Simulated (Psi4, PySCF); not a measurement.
FOS, doublet, at a GFN2-xTB geometry, atoms displaced at random by about 0.03 Å a coordinate. Base run: PBE/cc-pVDZ, gradient in PySCF.

The PySCF input:
```python
from pyscf import gto, scf, dft

mol = gto.M(
    atom='''
O    -1.18948817   -0.52104197    0.02413409
S    -0.08776707    0.46403142    0.03044682
F     1.24485533   -0.38543104   -0.00020003
''',
    basis='cc-pvdz',
    spin=1,
    verbose=4,
)

mf = dft.UKS(mol)
mf.xc = 'pbe'
mf.kernel()
g = mf.nuc_grad_method()
grad = g.kernel()
```

Programs used: Psi4, PySCF; a row that names a program was run with it.

The coordinate followed is z of atom 3.

Each row names what was changed in the base input (with any setting that the change needs).

```
change                                                  dE/dx (Eh/bohr)  net force (Eh/bohr)
------------------------------------------------------  ---------------  -------------------
base                                                           0.001201             0.000171
grids.level = 5; grid_response = off                           0.001171             0.000021
grids.level = 1; grid_response = off                           0.000883             0.000771
grids.level = 1; grid_response = on                            0.000928             0.000000
finite difference step (bohr) = 0.05; conv_tol = 1e-11         0.001191                    -
finite difference step (bohr) = 1e-3; conv_tol = 1e-11         0.001195                    -
finite difference step (bohr) = 1e-4; conv_tol = 1e-11         0.001195                    -
grids.level = 0; grid_response = on                            0.000486             0.000000
grids.level = 0; grid_response = off                           0.001139             0.006670
code = psi4                                                    0.001181             0.000727
density fitting = on                                           0.001201             0.000171
finite difference step (bohr) = 0.01; conv_tol = 1e-11         0.001195                    -
```

The net force is zero for an exact gradient.

Open shells are given as the SCF converged; they aren't shown to be the lowest states, and a large step between rows can be another state.
